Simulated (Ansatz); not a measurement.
C2HN, SMILES `[C-]#[N+][CH]` (excited singlet) (charge 0, multiplicity 1). This singlet is an excited state, 0.12 eV above the relaxed triplet at the level B3LYP/cc-pVTZ // PBE0-D3(BJ)/def2-TZVP (Ansatz, a program for electronic structure).

Computed with LC-ωPBE/cc-pVTZ // PBE0-D3(BJ)/def2-TZVP (Ansatz).

Ansatz 0.2 input:
```yaml
crystal:
  periodic: [false, false, false]
  atoms:
    - { symbol: C, position_ang: [1.658523, -0.133123, -0.155046] }
    - { symbol: N, position_ang: [0.487383, 0.068818, -0.018043] }
    - { symbol: C, position_ang: [-0.740819, 0.466071, 0.173488] }
    - { symbol: H, position_ang: [-1.405087, -0.401764, -0.000398] }
basis:
  gaussian: { orbitals: cc-pVTZ }
hamiltonian:
  xc: lc_wpbe
```

Output:

```
Functional definition: LC-wPBE
563 factors; their error is unknown
157 factors; integrals over basis functions are off by at most 6.1e-5 eV
mean field evaluation 1: about -3571.9670 eV, gradient 2.4e1 eV
mean field evaluation 2: about -3572.3944 eV, gradient 2.0e1 eV
mean field evaluation 4: about -3573.0853 eV, gradient 1.1e0 eV
mean field evaluation 8: about -3573.0780 eV, gradient 2.6e-2 eV
mean field evaluation 16: about -3573.0780 eV, gradient 6.6e-5 eV
mean field -3573.07797222 eV, -131.3081935600 hartree, gradient 6.6e-5 eV, S^2 0.000000; 0 other end points of the search recorded, 0 dependent functions left out
reference -3573.07797223 eV, -131.3081935601 hartree; 10, 10 occupied and 94, 94 virtual orbitals, 563 factors
Total energy: -3573.07797223 eV, -131.3081935601 hartree
```
